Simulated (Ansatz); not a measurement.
ZrSe₂. Total charge 0; quintet. Geometry PBE-D4/def2-TZVP; atoms count from 1.

```xyz
3

Zr    0.541   -0.539   -0.233
Se    1.312    1.867    0.096
Se   -1.853   -1.327    0.137
```

In the def2 sets Zr takes a core potential; there is no spin–orbit coupling. At PBE0-D4/def2-TZVP a singlet of charge 0 lies 3.04 eV below the quintet, each at its own geometry. The structure comes from a short search, and lower isomers may exist.

Problem. Estimate the Mulliken populations from the PBE0/def2-TZVP orbitals of Ansatz.

Solution. 
| atom | charge (e) | spin (α − β) | d electrons |
| --- | --- | --- | --- |
| Zr1 | 0.65 | 2.12 | 2.41 |
| Se2 | -0.32 | 0.94 | – |
| Se3 | -0.32 | 0.94 | – |
Mulliken values and Mayer orders depend strongly on the basis.

Problem. Where does the spin sit?

Solution. Summed by element: Zr 2.12, Se 1.88, of 4 unpaired in all. Largest on single atoms: Zr1 2.12, Se2 0.94, Se3 0.94.

Problem. And the Mayer bond orders between bonded heavy atoms (over 0.3)?

Solution. Zr1–Se2 1.16 (2.55 Å); Zr1–Se3 1.16 (2.55 Å).
